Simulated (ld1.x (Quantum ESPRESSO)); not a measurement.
## Before and after: TM potential for nitrogen

* Element: N
* Generator: ld1.x (Quantum ESPRESSO) 7.5
* Type: norm-conserving Troullier–Martins (Kleinman–Bylander form)
* Functional: revPBE
* Relativity: scalar-relativistic
* Frozen core: [He]
* Valence charge: 5
* Reference configuration: 2s2 2p2 (charge +1)
* Partial waves: 2s (bound): rc 1.10 bohr; 2p (bound): rc 1.50 bohr; 3d channel at -0.1 Ry: rc 1.55 bohr
* Local potential: all-electron potential smoothed inside 1.35 bohr (lloc = -2)
* Core correction: a·sin(br)/r model core inside 0.70 bohr

Change: local potential the s channel.

Cutoffs: the cutoffs (Ry, on a coarse ladder) from which the occupation-weighted sum of valence levels, in a spherical-Bessel basis at the reference potential, stays within 10 and 1 mRy of its value at 400 Ry; they do not see the model core or the augmentation charge, which bear on the density cutoff. Errors are all-electron minus pseudo energies relative to the spin-unpolarised reference configuration.

Predict the effect on cutoff, ghosts and configuration errors.

The potential gets neither clearly harder nor softer (55 Ry and 110 Ry → 55 Ry and 110 Ry); of the 7 tests that both files solve, the error grows in 6 and shrinks in 0 by more than 15 % and 0.3 meV (median size 15.7 → 15.7 meV); neither file shows a bound ghost.

```csv
quantity,base,changed
"cutoff, loose",55 Ry,55 Ry
"cutoff, tight",110 Ry,110 Ry
bound ghosts,none,none
"error for 2s2 2p3, meV [ΔE -13.54 eV]",+1.6,+12
"error for 2s2 2p1, meV [ΔE 28.79 eV]",+32,+55
"error for 2s2 2p0, meV [ΔE 75.76 eV]",+297,+402
"error for 2s2 2p2.5, meV [ΔE -8.47 eV]",+1.5,+4.8
"error for 2s1 2p3, meV [ΔE 11.88 eV]",+16,+16
"error for 2s2 2p3.3, meV [ΔE -15.14 eV]",+0.1,+15
"error for 2s1 2p4, meV [ΔE -1.94 eV]",+45,+52
s: phases at 1.71 bohr within 0.05 rad from the reference energy up to (Ry; the scan ends near 5),2.6,3.4
p: phases at 1.71 bohr within 0.05 rad from the reference energy up to (Ry; the scan ends near 5),2.6,3.0
d: phases at 1.71 bohr within 0.05 rad from the reference energy up to (Ry; the scan ends near 5),to the end of the scan,to the end of the scan
```
